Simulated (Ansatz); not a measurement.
System: sum formula BSiH2F2, charge 0, multiplicity 2. It need not be the lowest isomer of its formula. 
Geometry from a B3LYP-D3(BJ)/def2-TZVP (Ansatz, a quantum-chemistry and plane-wave program) optimisation:
SMILES: FB(F)[SiH2]
```xyz
6

F      1.3555    -0.9579     0.1600
B      0.5236     0.0707     0.0619
F      1.0654     1.2815     0.0573
Si    -1.4340    -0.1942    -0.1843
H     -2.0071    -1.4959     0.2137
H     -2.3239     0.9494     0.1015
```
Charge 0, spin multiplicity 2.

Quantity: atomisation energy (electronic, to ground-state atoms), in eV. Correlated levels leave the core frozen unless marked. UHF or UKS for open shells. No spin-orbit coupling. Non-relativistic. The coupled-cluster limit lacks core correlation, which all-electron functionals hold. Basis-set limits of correlation are two-point, X^-3; Hartree-Fock from the larger set.

```tsv
level	program	atomisation energy (eV)
B3LYP/def2-TZVPD	Ansatz	22.51
PBE0/6-31G*	Ansatz	22.72
MP2/CBS(cc-pV(T+d)Z,cc-pV(Q+d)Z)	Ansatz	23.35
RI-MP2/cc-pV(Q+d)Z	Ansatz	23.13
SCS-MP2/6-31G*	Ansatz	21.23
CCSD/aug-cc-pV(D+d)Z	Ansatz	20.63
CCSD(T)/CBS(aug-cc-pV(T+d)Z,aug-cc-pV(Q+d)Z)	Ansatz	22.69
```
